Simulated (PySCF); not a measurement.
BiFBr₂, SMILES [Bi]([Br])([Br])[F]. Geometry: B3LYP-D3(BJ)/def2-SVP. The structure was generated by enumeration; whether it is a known compound was not checked. The def2 effective core potentials stand for the cores of Bi; spin–orbit coupling is left out.

Computed equilibrium geometry at B3LYP-D3(BJ)/def2-SVP (PySCF confirms it by a frequency run) as Cartesian coordinates in Å, and its point group:
point group Cs.
```xyz
4

Bi    -0.2628    -0.6617     0.0000
F      1.5752    -1.5482     0.0000
Br     0.1091     0.9836    -2.0134
Br     0.1091     0.9836     2.0134
```
